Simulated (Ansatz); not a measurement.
The same ligand exchange along the group Cl, Br, I.

Program: Ansatz. Geometries: PBE0-D4/def2-TZVP. ΔE: electronic, gas phase. CCSD(T)/CBS adds triple-zeta CCSD(T) − MP2 to the extrapolated MP2 energy (def2 sets, frozen cores). DFT in def2-TZVPP. Elements past krypton have def2 core potentials. For Br, I outer-core shells are correlated without core-valence functions, which leaves a few kJ/mol of doubt a bond. Scalar relativity is left out up to krypton. Each species was taken in one conformer, which may not be the lowest.

```tsv
reaction	ωB97M-V (kJ/mol)	B2PLYP (kJ/mol)	PBE0-D4 (kJ/mol)	MP2/CBS(def2) (kJ/mol)	CCSD(T)/CBS(def2) (kJ/mol)
`BCCCl` + `N=C([SiH3])S` → `BSC(=N)[SiH3]` + `CCCl`	-96	-99	-101	-101	-99
`BCCBr` + `N=C([SiH3])S` → `BSC(=N)[SiH3]` + `CCBr`	-96	-99	-101	-100	-98
`BCCI` + `N=C([SiH3])S` → `BSC(=N)[SiH3]` + `CCI`	-97	-98	-100	-101	-99
```

Largest T1 diagnostic: 0.015, for `BSC(=N)[SiH3]`.
